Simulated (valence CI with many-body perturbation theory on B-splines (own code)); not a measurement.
# Level structure of Pd XXXI

Calculated by configuration interaction combined with many-body perturbation theory (CI+MBPT): six valence electrons over a frozen Dirac-Fock core [Ne], a basis of 9 s, 9 p, 8 d, 6 f, 3 g, 1 h functions for each j, with the one-electron correlation potential Σ1, the two-electron term Σ2, the three-electron term Σ3, Breit, model QED; selected CI, second order for the rest, scaled by the run's own slope (own B-spline code, finite nucleus).

No measured spectrum was set against this ion. As an estimate, large intervals hold to a few tenths of a per cent, small ones and those within an open d or f shell to about a per cent. Among the levels kept, up to 1500 cm⁻¹ of a level comes from second order outside the variational space, and about a tenth of that is noise between levels of different J, which matters for small intervals.

Levels 1 to 37 of 37, with energies above the lowest level, (3s^2 3p1/2^2 3p3/2^2) J=2. "Leading %" is the weight of the configuration and term that name the level; weights of strongly mixed levels are sums over their largest components and can fall short. In the jj column 3d3/2^4 stands for four electrons in 3d with j = 3/2. Lifetimes count E1, E2, E3, M1 and M2 decay at the calculated energies, and are blank where another channel may lead or the interval is too uncertain; long ones can be off by a factor of two.

| No. | Configuration | Term | J | E (cm⁻¹) | Leading % | Second component | Lifetime | g | Leading jj |
| --- | --- | --- | --- | --- | --- | --- | --- | --- | --- |
| 1 | 3s²3p⁴ | ³P | 2 | 0 | 74 | 24 % 3s²3p⁴ ¹D |  | 1.374 | 3s^2 3p1/2^2 3p3/2^2 (97 %) |
| 2 | 3s²3p⁴ | ¹S | 0 | 79040 | 52 | 46 % 3s²3p⁴ ³P | 275 ms |  | 3s^2 3p1/2^2 3p3/2^2 (96 %) |
| 3 | 3s²3p⁴ | ³P | 1 | 277480 | 98 |  | 2.33 μs | 1.497 | 3s^2 3p1/2 3p3/2^3 (98 %) |
| 4 | 3s²3p⁴ | ¹D | 2 | 324490 | 74 | 24 % 3s²3p⁴ ³P | 3.90 μs | 1.118 | 3s^2 3p1/2 3p3/2^3 (97 %) |
| 5 | 3s²3p⁴ | ³P | 0 | 637550 | 52 | 45 % 3s²3p⁴ ¹S | 747 ns |  | 3s^2 3p3/2^4 (95 %) |
| 6 | 3s3p⁵ | ³P° | 2 | 944280 | 66 | 22 % 3s²3p³3d ³P° | 92.5 ps | 1.477 | 3s 3p1/2^2 3p3/2^3 (66 %) |
| 7 | 3s²3p³3d | ⁵D° | 1 | 986240 | 21 | 20 % 3s3p⁵ ³P° | 152 ps | 1.267 | 3s^2 3p1/2^2 3p3/2 3d3/2 (59 %) |
| 8 | 3s²3p³3d | ³F° | 2 | 1011300 | 30 | 17 % 3s²3p³3d ⁵D° | 290 ps | 1.047 | 3s^2 3p1/2^2 3p3/2 3d3/2 (80 %) |
| 9 | 3s²3p³3d | ⁵D° | 0 | 1027000 | 50 | 38 % 3s²3p³3d ³P° | 22.6 ns |  | 3s^2 3p1/2^2 3p3/2 3d3/2 (86 %) |
| 10 | 3s²3p³3d | ⁵D° | 3 | 1027300 | 34 | 22 % 3s²3p³3d ³F° | 1.79 ns | 1.240 | 3s^2 3p1/2^2 3p3/2 3d3/2 (74 %) |
| 11 | 3s²3p³3d | ⁵D° | 4 | 1082400 | 47 | 36 % 3s²3p³3d ³F° | 279 μs | 1.333 | 3s^2 3p1/2^2 3p3/2 3d5/2 (90 %) |
| 12 | 3s²3p³3d | ⁵D° | 1 | 1104000 | 37 | 27 % 3s3p⁵ ³P° | 21.5 ps | 1.386 | 3s 3p1/2^2 3p3/2^3 (34 %) |
| 13 | 3s²3p³3d | ⁵D° | 2 | 1133900 | 39 | 16 % 3s²3p³3d ³D° | 29.0 ps | 1.330 | 3s^2 3p1/2^2 3p3/2 3d5/2 (59 %) |
| 14 | 3s²3p³3d | ³G° | 3 | 1181900 | 30 | 19 % 3s²3p³3d ⁵D° | 27.5 ps | 1.084 | 3s^2 3p1/2^2 3p3/2 3d5/2 (55 %) |
| 15 | 3s3p⁵ | ³P° | 0 | 1220900 | 53 | 35 % 3s²3p³3d ³P° | 91.0 ps |  | 3s 3p1/2 3p3/2^4 (53 %) |
| 16 | 3s²3p³3d | ³D° | 1 | 1228500 | 66 | 13 % 3s²3p³3d ³P° | 37.1 ps | 0.792 | 3s^2 3p1/2^2 3p3/2 3d5/2 (58 %) |
| 17 | 3s²3p³3d | ³D° | 1 | 1248200 | 25 | 22 % 3s²3p³3d ¹P° | 94.3 ps | 1.055 | 3s^2 3p1/2 3p3/2^2 3d3/2 (62 %) |
| 18 | 3s²3p³3d | ³F° | 2 | 1256100 | 46 | 34 % 3s²3p³3d ³D° | 273 ps | 0.982 | 3s^2 3p1/2 3p3/2^2 3d3/2 (91 %) |
| 19 | 3s²3p³3d | ¹S° | 0 | 1275000 | 51 | 28 % 3s²3p³3d ⁵D° | 136 ps |  | 3s^2 3p1/2 3p3/2^2 3d3/2 (46 %) |
| 20 | 3s²3p³3d | ³F° | 3 | 1281700 | 57 | 15 % 3s²3p³3d ⁵D° | 310 ps | 1.132 | 3s^2 3p1/2 3p3/2^2 3d3/2 (79 %) |
| 21 | 3s²3p³3d | ³D° | 3 | 1315100 | 63 | 18 % 3s²3p³3d ⁵D° | 344 ps | 1.287 | 3s^2 3p1/2 3p3/2^2 3d5/2 (89 %) |
| 22 | 3s²3p³3d | ³D° | 1 | 1318600 | 42 | 17 % 3s3p⁵ ¹P° | 33.5 ps | 0.809 | 3s^2 3p1/2 3p3/2^2 3d5/2 (44 %) |
| 23 | 3s²3p³3d | ³G° | 4 | 1323300 | 66 | 21 % 3s²3p³3d ⁵D° | 6.58 μs | 1.163 | 3s^2 3p1/2 3p3/2^2 3d3/2 (52 %) |
| 24 | 3s²3p³3d | ¹G° | 4 | 1340300 | 42 | 39 % 3s²3p³3d ³F° | 4.99 μs | 1.185 | 3s^2 3p1/2 3p3/2^2 3d5/2 (57 %) |
| 25 | 3s²3p³3d | ³F° | 4 | 1377200 | 55 | 35 % 3s²3p³3d ¹G° | 19.9 μs | 1.145 | 3s^2 3p1/2 3p3/2^2 3d5/2 (85 %) |
| 26 | 3s²3p³3d | ³F° | 2 | 1378600 | 46 | 31 % 3s²3p³3d ¹D° | 40.5 ps | 0.918 | 3s^2 3p1/2 3p3/2^2 3d3/2 (82 %) |
| 27 | 3s²3p³3d | ³G° | 5 | 1394400 | 98 |  | 14.8 μs | 1.196 | 3s^2 3p1/2 3p3/2^2 3d5/2 (98 %) |
| 28 | 3s²3p³3d | ³S° | 1 | 1441300 | 32 | 18 % 3s²3p³3d ³D° | 5.60 ps | 1.396 | 3s^2 3p1/2 3p3/2^2 3d5/2 (41 %) |
| 29 | 3s²3p³3d | ³P° | 0 | 1463300 | 46 | 30 % 3s²3p³3d ¹S° | 20.3 ps |  | 3s^2 3p1/2 3p3/2^2 3d5/2 (54 %) |
| 30 | 3s²3p³3d | ³P° | 2 | 1466200 | 34 | 21 % 3s²3p³3d ³D° | 7.10 ps | 1.254 | 3s^2 3p1/2 3p3/2^2 3d5/2 (61 %) |
| 31 | 3s²3p³3d | ³P° | 2 | 1472600 | 40 | 25 % 3s²3p³3d ³D° | 5.58 ps | 1.218 | 3s^2 3p1/2 3p3/2^2 3d5/2 (54 %) |
| 32 | 3s²3p³3d | ³D° | 3 | 1476900 | 66 | 16 % 3s²3p³3d ³G° | 3.15 ps | 1.189 | 3s^2 3p1/2 3p3/2^2 3d3/2 (56 %) |
| 33 | 3s²3p³3d | ³F° | 3 | 1500200 | 40 | 29 % 3s²3p³3d ³D° | 104 ps | 1.144 | 3s^2 3p1/2 3p3/2^2 3d5/2 (92 %) |
| 34 | 3s²3p³3d | ³P° | 1 | 1515200 | 51 | 12 % 3s²3p³3d ¹P° | 2.53 ps | 1.315 | 3s^2 3p1/2 3p3/2^2 3d3/2 (59 %) |
| 35 | 3s²3p³3d | ³D° | 2 | 1515300 | 37 | 20 % 3s²3p³3d ³P° | 6.36 ps | 1.089 | 3s^2 3p1/2 3p3/2^2 3d5/2 (58 %) |
| 36 | 3s²3p³3d | ¹F° | 3 | 1540600 | 48 | 16 % 3s²3p³3d ³F° | 7.82 ps | 1.062 | 3s^2 3p1/2 3p3/2^2 3d5/2 (45 %) |
| 37 | 3s²3p³3d | ³S° | 1 | 1562900 | 30 | 16 % 3s3p⁵ ¹P° | 2.91 ps | 1.304 | 3s^2 3p1/2 3p3/2^2 3d3/2 (50 %) |

Where two levels of one J and parity lie close, their mixing, g and order are uncertain.

The ionisation energy to 3s²3p³ ⁴S°3/2 of the next ion comes out as 1784.7 eV (NIST: 1781.3 ± 2.3 eV (semi-empirical)). All 37 levels together are meant to be complete up to 1602000 cm⁻¹.
